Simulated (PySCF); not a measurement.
C6H6O, SMILES C1C(COC=1)=C=C. Heavy atoms are numbered as in [CH2:1]=[C:2]=[C:3]1[CH:4]=[CH:5][O:6][CH2:7]1. Hydrogens are named by the atom that carries them.

Coordinates come from a B3LYP-D3(BJ)/def2-SVP optimisation. This is a generated structure with no PubChem entry under its InChIKey; it may be hypothetical. One conformer was computed; it need not be the lowest.

Computed with B3LYP/pcSseg-1 (PySCF).

GIAO shieldings, no solvent; atoms alike by connectivity are averaged. δ = σ(ref) − σ: ¹³C against TMS (σ = 181.3 ppm); ¹⁷O against H2O (σ = 333.8 ppm); ¹H against TMS (σ = 31.68 ppm), references at their B3LYP-D3(BJ)/def2-TZVP geometries, non-relativistic.

Q: Estimate the chemical shifts. (The exact figures need the calculation; the answer reports its results.)

A: 
```csv
nucleus,atoms,count,δ (ppm)
¹³C,C2,1,219.6
¹³C,C5 (CH),1,160.9
¹³C,C3,1,115.6
¹³C,C4 (CH),1,108.9
¹³C,C1 (CH2),1,87.5
¹³C,C7 (CH2),1,78.0
¹⁷O,O6,1,154.9
¹H,H on C5,1,6.61
¹H,H on C1,2,5.65
¹H,H on C4,1,5.63
¹H,H on C7,2,5.18
```
